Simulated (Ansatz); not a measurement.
Reaction (isomerisation): `O/C=C/[SiH3]` → `CO[Si]C`

Isolated molecules relaxed with PBE0-D4/def2-TZVP in Ansatz; ΔE leaves out vibrations. CBS: MP2 limit from def2 TZ/QZ plus the TZ coupled-cluster correction, frozen cores. DFT in def2-TZVPP. B3LYP here is the variant with VWN-RPA as its local correlation; programs differ in this. One conformer a species, not always the lowest.

(1) Is it downhill or uphill in electronic energy at CCSD(T)/CBS, and by how much? (Best estimate.)

(2) What do these levels give: PBE-D4, BHLYP-D4, CAM-B3LYP-D4, PBE, r2SCAN, PBE0, B3LYP, RPA@PBE/def2-TZVPP, HF/def2-SVP, MP2/def2-QZVPP, HF/CBS(def2), CCSD/CBS(def2)? (Best estimate.)

(3) What do rigid-rotor, harmonic-oscillator terms from PBE0-D4/def2-TZVP frequencies (298.15 K, 1 bar) make of the CCSD(T)/CBS value? (An estimate is asked.)

Largest T1 diagnostic among the species: 0.014.

Results:

(1) The calculation gave: Downhill: ΔE = -50.4 kJ/mol.

(2) Ansatz gave: PBE-D4 -46.0, BHLYP-D4 -51.3, CAM-B3LYP-D4 -52.7, PBE -44.5, r2SCAN -37.7, PBE0 -43.9, B3LYP -49.5, RPA@PBE/def2-TZVPP -54.2, HF/def2-SVP -30.8, MP2/def2-QZVPP -46.8, HF/CBS(def2) -39.2, CCSD/CBS(def2) -53.0 kJ/mol.

(3) The calculation gave: ΔZPE = +14.2 kJ/mol, ΔH = -34.4 kJ/mol, ΔS = 20 J/(mol·K), ΔG = -40.3 kJ/mol.

From r2SCAN to r2SCAN0 (25 % exact exchange), in def2-TZVPP and without D4, ΔE moves by −3.1 kJ/mol. At CCSD(T), def2-SVP lies +12.7 kJ/mol from the extrapolated value and def2-TZVPP −0.1 kJ/mol.
